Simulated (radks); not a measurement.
Values are calculated unless marked as measured or tabulated.
Q: Species: Pt9+. Configuration: [Xe] 4f14 5d1 (the NIST ground configuration). Code: a radial shooting solver on a logarithmic mesh with Libxc functionals. Model: non-relativistic Kohn-Sham, LDA (Slater exchange, Perdew-Wang correlation), spin-unpolarised, spherical densities, point nucleus; relativity is left out, which matters for an element this heavy. Some entries of the table are withheld. Estimate them.

orbital,occ.,eigenvalue (Ry),<r^2> (bohr^2)
1s,2,-5237.288,0.0005040
2s,2,-880.8352,0.007849
2p,6,-847.0479,0.005791
3s,2,-213.5409,(1)
3p,6,-197.6155,0.04489
3d,10,-167.8236,0.03463
4s,2,-53.11915,0.2348
4p,6,-46.29061,(2)
4d,10,(3),0.2548
4f,14,-16.93505,0.2976
5s,2,(4),1.120
5p,6,-13.88951,(5)
5d,1,-10.04253,1.699

A: 
(1) 3s <r^2> (bohr^2): 0.04874
(2) 4p <r^2> (bohr^2): 0.2411
(3) 4d eigenvalue (Ry): -33.73104
(4) 5s eigenvalue (Ry): -16.18940
(5) 5p <r^2> (bohr^2): 1.265
